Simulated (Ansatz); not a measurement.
`BN[SiH2]C=C` + `CN[SiH2]N` → `BN(C)[SiH2]N` + `C=C[SiH2]N`  (ligand exchange at a B–N bond)

Calculated with Ansatz (gas phase, PBE0-D4/def2-TZVP geometries, no zero-point term in ΔE). CBS: MP2 limit from def2 TZ/QZ plus the TZ coupled-cluster correction, frozen cores. DFT in def2-TZVPP. B3LYP here is the variant with VWN-RPA as its local correlation; programs differ in this. Each species was taken in one conformer, which may not be the lowest.

```csv
level,ΔE (kJ/mol)
r2SCAN-D4,-3.0
B3LYP-D4,-0.9
ωB97M-V,-2.0
B2PLYP,1.2
CCSD(T)/def2-TZVPP,-2.3
HF/def2-QZVPP,10.4
MP2/CBS(def2),-1.6
CCSD/CBS(def2),1.3
```

(1) What does CCSD(T)/CBS give? (Estimate.)

Largest T1 diagnostic among the species: 0.012.

Answers

(1) The calculation gave: -0.8 kJ/mol. The listed levels differ from it by -2.2, -0.1, -1.2, 2.0, -1.5, 11.2, -0.8, 2.1 kJ/mol.

In def2-TZVPP, CCSD(T) changes the Hartree–Fock value by −12.0 kJ/mol (the triples alone add −2.1 kJ/mol) and MP2 by −12.8 kJ/mol. The D4 term adds −4.6 kJ/mol with B3LYP and −2.5 kJ/mol with PBE0; it sums over pairs of atoms, weighted by their polarisabilities, and B3LYP, whose exchange is more repulsive, gets the larger term.
